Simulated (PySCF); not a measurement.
Species: C8H9FO.
Numbering: `[CH2:1]=[C:2]1[C:3](=[CH2:4])[C:5]([O:6][CH2:7][CH3:8])=[C:9]1[F:10]` (hydrogens: H11, H12 on C1; H13, H14 on C4; H15, H16 on C7; H17, H18, H19 on C8)

Torsions of this conformer, `[CH2:1]=[C:2]1[C:3](=[CH2:4])[C:5]([O:6][CH2:7][CH3:8])=[C:9]1[F:10]`: C3–C5–O6–C7 -179°, C5–O6–C7–C8 180°.

The closed-shell ground state was solved at several levels (PySCF, density fitting, gas phase, non-relativistic). The structure is a single PBE0-D3(BJ)/def2-SVP conformer in the gas phase; no vibrational or solvent corrections.

```json
{"level": "CAM-B3LYP/def2-SVPD", "basis functions": "278", "HOMO (eV)": "-7.34", "LUMO (eV)": "0.64", "gap (eV)": "7.98", "dipole (D)": "1.94"}
{"level": "PBE0/pcSseg-1", "basis functions": "215", "HOMO (eV)": "-6.07", "LUMO (eV)": "-0.40", "gap (eV)": "5.67", "dipole (D)": "2.05"}
```

Estimate the row for mPW1PW91/pcSseg-1, a basis of 215 functions; the other rows only guide the guess.

HOMO -6.10 eV, LUMO -0.43 eV, gap 5.67 eV, dipole 2.03 D.

How far do the dipole and the HOMO energy spread over the levels?

The dipole runs from 1.94 to 2.05 D (mean 2.00 D) and the HOMO from -7.34 to -6.07 eV.
